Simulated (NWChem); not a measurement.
Species: silene (CH$_{4}$Si); SMILES C=[SiH2]

Program: NWChem. Pople sets run with spherical d functions. Geometry: optimised at PBE0/def2-SVP. Level PBE0/6-31G*: single points from the atomic guess with DIIS by default; each run changes one setting, and all converged runs end within 0.3 mHa of each other.

Which setting needs the most SCF iterations, or fails (no DIIS, 40 % damping; core-Hamiltonian guess; no level shifting; defaults; DIIS on 20 Fock matrices; level shift of 0.5 Ha throughout)?

no DIIS, 40 % damping, with 39 against 7 for the defaults.
```tsv
setting	SCF iterations
defaults	7
level shift of 0.5 Ha throughout	16
core-Hamiltonian guess	10
no level shifting	7
no DIIS, 40 % damping	39
DIIS on 20 Fock matrices	7
```
